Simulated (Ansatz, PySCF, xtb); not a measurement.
Dissociation curve of LiNa, singlet.

UMP2/6-31G* = unrestricted MP2 (frozen core)/6-31G*, spherical d in PySCF 2.14.0; GFN1-xTB (xtb); UKS-BLYP = unrestricted BLYP/cc-pVDZ run with Ansatz (a program for electronic structure); FCI = Ansatz with full CI/cc-pVDZ, frozen core; UKS-B3LYP/6-31G* = unrestricted B3LYP/6-31G*, spherical d (PySCF).

Energies are in kcal/mol, each relative to the lowest point of its own curve near equilibrium.

| R / Å | UMP2/6-31G* | GFN1-xTB | UKS-BLYP | FCI | UKS-B3LYP/6-31G* |
|---|---|---|---|---|---|
| 2.33 | 7.8 | 2.2 | 6.2 | 8.4 | 6.4 |
| 2.48 | 3.7 | 0.2 | 2.9 | 4.5 | 3.1 |
| 2.63 | 1.2 | 0.0 | 1.0 | 1.9 | 1.1 |
| 2.75 | 0.3 | 0.7 | ? | 0.7 | 0.3 |
| 2.83 | 0.1 | 1.4 | 0.0 | 0.3 | 0.0 |
| 2.93 | 0.0 | 2.5 | 0.0 | 0.0 | 0.0 |
| 2.99 | 0.1 | ? | 0.1 | 0.0 | 0.1 |
| 3.07 | ? | 4.4 | 0.4 | 0.1 | 0.4 |
| 3.26 | 1.1 | 7.3 | 1.5 | 0.9 | 1.6 |
| 3.40 | 1.9 | 9.6 | 2.5 | 1.9 | 2.8 |
| 3.65 | 3.4 | 13.9 | 4.8 | 4.0 | 5.2 |
| 3.91 | 4.8 | ? | 7.3 | 6.5 | 8.1 |
| 4.36 | 6.8 | ? | 11.6 | 10.6 | 12.2 |
| 4.85 | 8.0 | 42.3 | 14.9 | 14.0 | 15.0 |
| 5.34 | 8.7 | ? | 16.9 | 16.2 | 16.7 |
| 5.82 | 9.1 | 68.2 | 17.9 | 17.4 | 17.5 |
| 6.39 | 9.3 | 81.8 | 18.4 | 18.1 | 18.0 |
| 7.18 | 9.4 | 96.2 | 18.7 | 18.5 | 18.3 |
| 7.83 | 9.4 | 103.4 | 18.8 | 18.6 | 18.4 |
| 8.89 | 9.5 | — | 18.9 | 18.7 | 18.5 |

Task: What belongs in the gaps?

Result: 
- 2.75, UKS-BLYP: 0.2
- 2.99, GFN1-xTB: 3.3
- 3.07, UMP2/6-31G*: 0.3
- 3.91, GFN1-xTB: 19.2
- 4.36, GFN1-xTB: 29.7
- 5.34, GFN1-xTB: 55.5

Dashes: no converged value, or the column stops at the first point that the program doubted or that broke a chosen test of continuity, which isn't proof of a fault.

The unrestricted determinant behind UMP2/6-31G* is spin-contaminated at 2.33 to 8.89 Å (<S²> up to 1.0, against 0.00 for a pure singlet). The unrestricted determinant behind UKS-BLYP, UKS-B3LYP/6-31G* is spin-contaminated at 4.36 to 8.89 Å (<S²> up to 1.0, against 0.00 for a pure singlet).
